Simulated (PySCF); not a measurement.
# Tb(III) with different ligands

Computed with PySCF 2.14.0, PBE0, def2-SVP on the ligands, density fitting, scalar-relativistic core potentials, no spin-orbit coupling, vacuum. The metal has lcecp-1-SVP with ECP54. Each complex is relaxed within the symmetry of a template of the same shape. Distances are means of the shortest metal–ligand contacts, charges and spins Mulliken's; removal energies are rigid, with the ligand's formal charge and no counterpoise, so too large; for an anion taken off a cation in vacuum most of it is the attraction of opposite charges, and multiply charged cations can part far more cheaply with an electron moved from ligand to metal. lcecp potentials hold a fixed number of 4f electrons in the core, out of states, spins and gaps.

```
    complex  point group  M–first ligand (Å)  charge on M (e)  removal of one first-named ligand (eV)  strongest infrared band, degenerate modes summed (cm⁻¹)  unstable modes (below −25 cm⁻¹)
[Tb(NH2)4]−           S4               2.266             0.64                                    5.24                                                        –                        not given
```

**Question.** Order these by the energy to remove one first-named ligand, lowest first.
A. [TbCl4]−
B. [TbF4]−
C. [Tb(OH)4]−
D. [TbH4]−
E. [Tb(SH)4]−

**Answer.** E (4.63), D (4.78), A (5.04), C (5.64), B (6.66).

**Question.** What else do they give?

**Answer.** 
```
   complex  point group  M–first ligand (Å)  charge on M (e)  removal of one first-named ligand (eV)  strongest infrared band, degenerate modes summed (cm⁻¹)  unstable modes (below −25 cm⁻¹)
   [TbH4]−           Td               2.101             0.26                                    4.78                                                     1234                                0
[Tb(SH)4]−           S4               2.664             0.57                                    4.63                                                      267                                0
   [TbF4]−           Td               2.082             1.05                                    6.66                                                      516                                0
  [TbCl4]−           Td               2.544             0.73                                    5.04                                                      311                                0
[Tb(OH)4]−           Td               2.123             0.81                                    5.64                                                      210                                0
```

Moved off a saddle point of the template and relaxed again: [Tb(NH2)4]−. One start shape was tried for each, so a minimum needn't be the lowest isomer.
